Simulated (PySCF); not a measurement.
**Electric field gradients and quadrupole coupling constants**

Species: C₃H₅F₃O₂Si.
Z-matrix (Å and degrees, GFN2-xTB geometry), rows numbered from 1:
```
F 
C   1  1.3364
F   2  1.3396  1  106.12
F   2  1.3443  1  106.43  3  -112.34
O   2  1.3173  1  109.13  3   124.20
C   5  1.4564  2  116.69  1   169.17
O   6  1.3915  5  111.78  2    63.29
C   7  1.4448  6  103.02  5    95.00
Si  8  1.9271  7   91.37  6    13.48
H   6  1.0920  5  108.00  2   -58.75
H   8  1.0933  7  110.08  6  -105.51
H   8  1.0909  7  108.94  6   135.56
H   9  1.4602  6  112.53  5   148.32
H   9  1.4543  6  114.03  5    10.31
```

Field gradients from the PBE0/pcSseg-1 density (PySCF, non-relativistic), principal values in atomic units, ordered |Vxx| ≤ |Vyy| ≤ |Vzz|:

| atom | Vxx | Vyy | Vzz |
| --- | --- | --- | --- |
| O5 | -0.1875 | -1.6671 | 1.8546 |
| O7 | 0.0028 | 1.8378 | -1.8406 |

Question: Find the asymmetry η = (Vxx − Vyy)/Vzz and the couplings χ = eQV/h (234.96 MHz × Q in barn × V in au), with Q(17O) = −0.0256 b.

Answer: 
```json
{"atom": "O5", "environment": "ether oxygen", "nucleus": "17O", "η": "0.80", "χzz (MHz)": "-11.16", "χxx (MHz)": "1.13", "χyy (MHz)": "10.03"}
{"atom": "O7", "environment": "cyclic ether oxygen", "nucleus": "17O", "η": "1.00", "χzz (MHz)": "11.07", "χxx (MHz)": "-0.02", "χyy (MHz)": "-11.05"}
```

At O7 η is above 0.9: Vyy and Vzz are nearly equal in size and opposite in sign, so a small change could swap them and flip the sign of χzz. The tensor is traceless: Vxx + Vyy + Vzz = 0.

Question: What is Vzz at O5 in SI units (1 au = 9.71736 × 10²¹ V/m²)?

Answer: 1.8546 au = 18.022 × 10²¹ V/m².

Question: And the gradient at the other heavy atoms, for which no coupling is worked out here?

Answer: 
| atom | environment | Vzz (au) | η |
| --- | --- | --- | --- |
| F1 | fluorine of a CF3 group | 2.976 | 0.03 |
| C2 | CF3 carbon | -0.192 | 0.17 |
| F3 | fluorine of a CF3 group | 2.943 | 0.04 |
| F4 | fluorine of a CF3 group | 2.887 | 0.03 |
| C6 | sp3 carbon bearing two oxygens | -0.512 | 0.85 |
| C8 | sp3 carbon bound to oxygen | 0.446 | 0.02 |
| Si9 | SiH2 silicon | 0.515 | 0.18 |

Question: What couplings would deuterons (Q(2H) = 0.00286 b) have in place of the hydrogens, at this geometry?

Answer: 
```
atom  bonded to  bond length (Å)  Vzz (au)     η  χzz (kHz)
 H10         C6            1.092    0.2907  0.07        195
 H11         C8            1.093    0.2997  0.07        201
 H12         C8            1.091    0.3056  0.08        205
 H13        Si9            1.460    0.1625  0.01        109
 H14        Si9            1.454    0.1667  0.01        112
```

One conformer (not necessarily the lowest) at the GFN2-xTB geometry, without solvent, vibrations or thermal averaging. GFN2-xTB bond lengths can be off by several hundredths of an ångström, more for odd bonds, and the gradients follow them. These gradients aren't converged with respect to the basis.
